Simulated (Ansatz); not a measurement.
Reactions of C$_{2}$H$_{5}$NSi (`N#CC[SiH3]`).

Program: Ansatz. Geometries: PBE0-D4/def2-TZVP. ΔE: electronic, gas phase. CCSD(T)/CBS is the MP2 limit (def2-TZVPP, def2-QZVPP) plus CCSD(T) − MP2 in def2-TZVPP, frozen cores. This one scheme is used for every species. For Ga outer-core shells are correlated without core-valence functions, which leaves a few kJ/mol of doubt a bond. Scalar relativity is left out up to krypton. One conformer a species, not always the lowest.

(1) Order these by ΔE at CCSD(T)/CBS, lowest first. (An estimate is asked.)
A. `N#CC[SiH3]` → `C1=NC[SiH2]1`
B. `N#CC[SiH3]` + `F[SiH2]P` → `F[SiH2]P[SiH3]` + acetonitrile
C. `N#CC[SiH3]` → `N=C1C[SiH2]1`
D. `N#CC[SiH3]` + `O=C[SiH2][SiH2][AlH2]` → `O=C[SiH2][SiH2][SiH3]` + `N#C[CH2][AlH2]`
E. `N#CC[SiH3]` + `[OH][GaH2]` → `N#C[O][GaH2]` + `C[SiH3]`
F. `N#CC[SiH3]` + `C[SiH](N)O` → `C[SiH](N)O[SiH3]` + acetonitrile
G. `N#CC[SiH3]` + HCl → `[SiH3]Cl` + acetonitrile
H. `N#CC[SiH3]` + `FC#[C][AlH2]` → `FC#C[SiH3]` + `N#C[CH2][AlH2]`

Largest T1 diagnostic: 0.016, for `O=C[SiH2][SiH2][AlH2]`.

Results:

(1) F (-112.7 kJ/mol), G (-98.7 kJ/mol), B (-34.8 kJ/mol), D (-7.8 kJ/mol), H (+21.6 kJ/mol), E (+46.4 kJ/mol), A (+113.5 kJ/mol), C (+178.0 kJ/mol).
